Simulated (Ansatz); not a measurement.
Consider the formal hydrolysis of the Si–Ge bond: `[SiH3][SiH2][SiH2][GeH2][SiH2][GeH3]` + H₂O → `O[SiH2][GeH3]` + `[SiH3][SiH2][SiH2][GeH3]`.

Program: Ansatz. Geometries: PBE0-D4/def2-TZVP. ΔE: electronic, gas phase. CCSD(T)/CBS is the MP2 limit (def2-TZVPP, def2-QZVPP) plus CCSD(T) − MP2 in def2-TZVPP, frozen cores. This one scheme is used for every species. Functionals use def2-TZVPP. B3LYP here is the variant with VWN-RPA as its local correlation; programs differ in this. For Ge outer-core shells are correlated without core-valence functions, which leaves a few kJ/mol of doubt a bond. Scalar relativity is left out up to krypton. One conformer a species, not always the lowest.

(1) Is it downhill or uphill in electronic energy at CCSD(T)/CBS, and by how much? (An estimate is asked.)

(2) What do these levels give: r2SCANh-D4, r2SCAN0-D4, PBE-QIDH, PBE0, B3LYP, r2SCANh, LC-ωPBE, HF/def2-SVP, CCSD/def2-SVP, CCSD(T)/def2-SVP, SCS-MP2/def2-TZVPP, HF/CBS(def2)? (Estimate.)

Largest T1 diagnostic among the species: 0.013.

## Answers

(1) Ansatz gave: Downhill: ΔE = -9.5 kcal/mol.

(2) Computed: r2SCANh-D4 -10.6, r2SCAN0-D4 -10.5, PBE-QIDH -10.6, PBE0 -10.7, B3LYP -15.9, r2SCANh -11.9, LC-ωPBE -13.0, HF/def2-SVP -17.7, CCSD/def2-SVP -10.7, CCSD(T)/def2-SVP -9.7, SCS-MP2/def2-TZVPP -12.7, HF/CBS(def2) -21.3 kcal/mol.

The D4 term adds +5.3 kcal/mol with B3LYP and +3.2 kcal/mol with PBE0; it sums over pairs of atoms, weighted by their polarisabilities, and B3LYP, whose exchange is more repulsive, gets the larger term. From BLYP to BHLYP (50 % exact exchange), in def2-TZVPP and without D4, ΔE moves by −1.1 kcal/mol. In def2-TZVPP, CCSD(T) changes the Hartree–Fock value by +10.4 kcal/mol (the triples alone add +1.5 kcal/mol) and MP2 by +10.5 kcal/mol.
